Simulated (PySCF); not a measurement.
Computed shifts of a molecule C3H8AlCl, PySCF with PBE0/pcSseg-1, GIAO, gas phase, equivalent atoms averaged, in ppm (number of nuclei): ¹H: 5.40 (1), 1.64 (2), 1.35 (3), 0.60 (2). ¹³C: 23.6 (1), 22.7 (1), 19.4 (1). References: ³⁵Cl against HCl (σ = 945.9 ppm); ¹H against TMS (σ = 31.56 ppm); ¹³C against TMS (σ = 186.3 ppm), references at their B3LYP-D3(BJ)/def2-TZVP geometries, non-relativistic (without spin–orbit terms, shifts of atoms bonded to Cl or Br come out too high). Geometry: B3LYP-D3(BJ)/def2-SVP. One conformer was computed; it need not be the lowest.

Question: Which molecule gave these data?
(A) CC[CH2][AlH][Cl]
(B) C[CH2][Al]([CH3])[Cl]
(C) C[CH](C)[AlH][Cl]

Answer: A, CC[CH2][AlH][Cl]
